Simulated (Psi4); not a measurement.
Cl2Sr (SMILES [Cl][Sr][Cl]), singlet, geometry from GFN2-xTB (such geometries of metal compounds can be far from the true shape) (core potentials on Sr); B3LYP/def2-TZVP run with Psi4.

Psi4 was given this input:
```
memory 2 GB

molecule {
0 1
  Sr    0.29122395   -0.61094818    0.12088586
  Cl    1.08031446    1.07365832   -1.54654975
  Cl   -1.73128564    0.29199055    1.27633429
}

set basis def2-tzvp
set scf_type pk
set puream true
set d_convergence 1e-8
set dft_radial_points 99
set dft_spherical_points 590

energy('b3lyp')
print_variables()
```

Problem. What does Psi4 print? Leave out banner, timings and long lists.

Solution. 
```
   => Loading Basis Set <=

    Name: DEF2-TZVP
    Role: ORBITAL
    Keyword: BASIS

    !!!  WARNING: ECP capability is in beta. Please check occupations closely.  !!!

         ---------------------------------------------------------
                                   SCF
               by Justin Turney, Rob Parrish, Andy Simmonett
                          and Daniel G. A. Smith
                              RKS Reference
         ---------------------------------------------------------

  ==> Geometry <==

    Molecular point group: cs
    Full point group: Cs

    Geometry (in Angstrom), charge = 0, multiplicity = 1:

       Center              X                  Y                   Z               Mass
    ------------   -----------------  -----------------  -----------------  -----------------
         SR           0.136591652061    -0.630468034677     0.000000000000    87.905612500000
         CL           1.812359149347     1.222288749509     0.000000000000    34.968852682000
         CL          -2.155726801296     0.362598214154     0.000000000000    34.968852682000

  Running in cs symmetry.

  Rotational constants: A =      0.20418  B =      0.05849  C =      0.04546 [cm^-1]
  Rotational constants: A =   6121.23106  B =   1753.40732  C =   1362.98467 [MHz]
  Nuclear repulsion =  109.687216841321316

  Charge       = 0
  Multiplicity = 1
  Electrons    = 44
  Nalpha       = 22
  Nbeta        = 22

  ==> Algorithm <==

  SCF Algorithm Type is PK.
  DIIS enabled.
  MOM disabled.
  Fractional occupation disabled.
  Guess Type is SAD.
  Energy threshold   = 1.00e-06
  Density threshold  = 1.00e-08
  Integral threshold = 1.00e-12

  ==> Primary Basis <==

  Basis Set: DEF2-TZVP
    Blend: DEF2-TZVP
    Number of shells: 39
    Number of basis functions: 107
    Number of Cartesian functions: 120
    Spherical Harmonics?: true
    Max angular momentum: 3

  Core potential: DEF2-TZVP
    Number of shells: 4
    Number of ECP primitives: 10
    Number of ECP core electrons: 28
    Max angular momentum: 3

  ==> DFT Potential <==

   => LibXC <=

    Version 7.1.2
    S. Lehtola, C. Steigemann, M. J. T. Oliveira, and M. A. L. Marques,  SoftwareX 7, 1–5 (2018) (10.1016/j.softx.2017.11.002)

   => Composite Functional: B3LYP <=

    B3LYP Hyb-GGA Exchange-Correlation Functional

    P. J. Stephens, F. J. Devlin, C. F. Chabalowski, and M. J. Frisch,  J. Phys. Chem. 98, 11623 (1994) (10.1021/j100096a001)

    Deriv               =              1
[...]
   @RKS iter   7:  -951.35038109185700   -9.39678e-07   4.03713e-06 DIIS
   @RKS iter   8:  -951.35038115021166   -5.83547e-08   8.21071e-07 DIIS
   @RKS iter   9:  -951.35038115260784   -2.39618e-09   1.20290e-07 DIIS
   @RKS iter  10:  -951.35038115268117   -7.33280e-11   1.57453e-08 DIIS
   @RKS iter  11:  -951.35038115268242   -1.25056e-12   3.00813e-09 DIIS
  Energy and wave function converged.

  ==> Post-Iterations <==

   Electrons on quadrature grid:
      Ntotal   =   43.9999976486 ; deviation = -2.351e-06

    Orbital Energies [Eh]
    ---------------------

    Doubly Occupied:

[...]
      17Ap    -0.272744

    Virtual:

[...]
      73Ap    68.955459

    Final Occupation by Irrep:
             Ap   App
    DOCC [    17,    5 ]
    NA   [    17,    5 ]
    NB   [    17,    5 ]

  @RKS Final Energy:  -951.35038115268242

   => Energetics <=

    Nuclear Repulsion Energy =            109.6872168413213160
    One-Electron Energy =               -1543.2014503813775264
    Two-Electron Energy =                 531.3856375282947511
    DFT Exchange-Correlation Energy =     -49.2217851409209288
    Empirical Dispersion Energy =           0.0000000000000000
    VV10 Nonlocal Energy =                  0.0000000000000000
    Total Energy =                       -951.3503811526824165

Computation Completed

Properties will be evaluated at   0.000000,   0.000000,   0.000000 [a0]

Properties computed using the SCF density matrix

 Multipole Moments:

 ------------------------------------------------------------------------------------
     Multipole            Electronic (a.u.)      Nuclear  (a.u.)        Total (a.u.)
 ------------------------------------------------------------------------------------

 L = 1.  Multiply by 2.5417464519 to convert [e a0] to [Debye]
 Dipole X            :          9.1508786           -8.4495958            0.7012827
 Dipole Y            :        -42.2378403           39.0009200           -3.2369203
 Dipole Z            :          0.0000000            0.0000000            0.0000000
 Magnitude           :                                                    3.3120161

 ------------------------------------------------------------------------------------

  Variable Map:
  ----------------------------------------------------------------------------
[...]
  Array Variable Map:
  ----------------------------------------------------------------------------
[...]
[...]
```
